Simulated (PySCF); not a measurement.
A run for PySCF: D3(BJ) and D4 dispersion corrections on C2H10Si (a complex), monomers drawn apart or pushed together.

```python
from pyscf import gto
from pyscf.dispersion import dftd3, dftd4

mol = gto.M(
    atom='''
    C    -0.08193111    0.00140635   -0.31312880
    H    -1.03739562   -0.09533839    0.20060159
    H     0.30176182    1.01278211   -0.18486414
    H     0.62756166   -0.71108372    0.10463248
    H    -0.21933825   -0.20103873   -1.37433529
    C    -0.12012625    1.27145502    4.97351989
    Si    0.22229951   -0.56880868    5.09263592
    H    -0.24274828    1.57679012    3.93356344
    H     0.70153664    1.84825802    5.40193399
    H    -1.03243813    1.53163655    5.51337342
    H    -0.89342523   -1.34944431    4.50522856
    H     0.37919038   -0.97708772    6.51045885
    H     1.46811098   -0.91927600    4.36867332
    ''',
    basis='def2-svp',
    charge=0, spin=0, verbose=0, max_memory=1800)
d3, d4 = {}, {}
for xc in ['hf', 'pbe', 'blyp', 'revpbe', 'tpss', 'r2scan', 'b3lyp', 'pbe0', 'bhlyp', 'camb3lyp', 'b2plyp']:
    d3[xc] = float(dftd3.DFTD3Dispersion(mol, xc=xc, version='d3bj', atm=False).get_dispersion()['energy'])
    print(f'D3(BJ) {xc:10s} {d3[xc]:14.8f} Eh')
for xc in ['hf', 'pbe', 'blyp', 'revpbe', 'tpss', 'r2scan', 'b3lyp', 'pbe0', 'bhlyp', 'camb3lyp', 'b2plyp']:
    d4[xc] = float(dftd4.DFTD4Dispersion(mol, xc={'camb3lyp': 'cam-b3lyp'}.get(xc, xc), atm=True).get_dispersion()['energy'])
    print(f'D4     {xc:10s} {d4[xc]:14.8f} Eh')
```

It printed:

```
D3(BJ) hf            -0.05179735 Eh
D3(BJ) pbe           -0.00570639 Eh
D3(BJ) blyp          -0.01187823 Eh
D3(BJ) revpbe        -0.01475672 Eh
D3(BJ) tpss          -0.00703706 Eh
D3(BJ) r2scan        -0.00164426 Eh
D3(BJ) b3lyp         -0.00969390 Eh
D3(BJ) pbe0          -0.00483327 Eh
D3(BJ) bhlyp         -0.00753196 Eh
D3(BJ) camb3lyp      -0.00425616 Eh
D3(BJ) b2plyp        -0.00442225 Eh
D4     hf            -0.01915159 Eh
D4     pbe           -0.00492688 Eh
D4     blyp          -0.01099796 Eh
D4     revpbe        -0.01716073 Eh
D4     tpss          -0.00662405 Eh
D4     r2scan        -0.00132286 Eh
D4     b3lyp         -0.00781715 Eh
D4     pbe0          -0.00412106 Eh
D4     bhlyp         -0.00553239 Eh
D4     camb3lyp      -0.00411068 Eh
D4     b2plyp        -0.00341299 Eh
```

The run finished.

Cost: very roughly 0.05 core-seconds.
